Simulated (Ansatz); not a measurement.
A run for Ansatz (a quantum-chemistry and plane-wave program): R-B3LYP/def2-TZVPP on Cl4Pb (SMILES [Cl][Pb]([Cl])([Cl])[Cl]). Elements past Kr take the def2 small-core potentials; no spin–orbit coupling.

Ansatz 0.2 input:
```yaml
crystal:
  periodic: [false, false, false]
  atoms:
    - {symbol: Pb, position_ang: [-0.00000001, -0.00000000, -0.00000000]}
    - {symbol: Cl, position_ang: [1.38899532, 1.38899531, 1.38899531]}
    - {symbol: Cl, position_ang: [1.38899532, -1.38899531, -1.38899531]}
    - {symbol: Cl, position_ang: [-1.38899531, 1.38899532, -1.38899532]}
    - {symbol: Cl, position_ang: [-1.38899531, -1.38899532, 1.38899532]}
basis:
  gaussian:
    orbitals: def2-TZVPP
hamiltonian:
  xc: {name: B3LYP}
scf: {lower_state_search: off}
```

Output:

```
WARN ansatz: RAYON_NUM_THREADS=4 ignored (pool sized by the plan → 4); use --threads N
Functional definition: B3LYP
these checks for a lower state are left out or cut short: stability, starts, cluster_reference, orbital_swaps, neighbouring_geometries, increment
integrals: 0.21 GiB planned
1682 factors; their error is unknown
mean field: 1.69 GiB planned
mean field evaluation 1: about -55345.2459 eV, gradient 2.8e1 eV
mean field evaluation 2: about -55343.1650 eV, gradient 4.2e1 eV
mean field evaluation 4: about -55347.1201 eV, gradient 9.1e-1 eV
mean field evaluation 8: about -55347.2646 eV, gradient 1.3e-1 eV
mean field evaluation 16: about -55347.2646 eV, gradient 1.7e-6 eV
mean field -55347.26458929 eV, -2033.9744579331 hartree, gradient 1.7e-6 eV, S^2 0.000000; 0 other end points of the search recorded, 0 dependent functions left out
reference -55347.26488639 eV, -2033.9744688514 hartree; 45, 45 occupied and 173, 173 virtual orbitals, 1682 factors
Total energy: -55347.26488639 eV, -2033.9744688514 hartree
Checks for a lower state left out: stability, starts, cluster_reference, orbital_swaps, neighbouring_geometries, increment
```

The calculation finished and met its thresholds.

Cost: around 6 core-seconds (rough).
